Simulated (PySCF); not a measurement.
B(H)(Me)(vinyl) (C3H7B), SMILES C=CBC.

Geometry optimised at B3LYP-D3(BJ)/def2-SVP. This is a generated structure with no PubChem entry under its InChIKey; it may be hypothetical. Other conformers were not sampled.

Calculation: HF/def2-TZVP run with PySCF.

Symmetry labels are those of the subgroup Cs that the program uses (full group Cs).

Computed valence orbital energies around the gap with their symmetry:
```csv
orbital,symmetry,energy (eV)
HOMO−7,A',-17.89
HOMO−6,A',-16.97
HOMO−5,A',-15.48
HOMO−4,A",-14.64
HOMO−3,A',-14.41
HOMO−2,A',-12.36
HOMO−1,A',-12.34
HOMO,A",-10.41
LUMO,A",1.89
LUMO+1,A',3.42
LUMO+2,A',3.98
LUMO+3,A',4.71
```
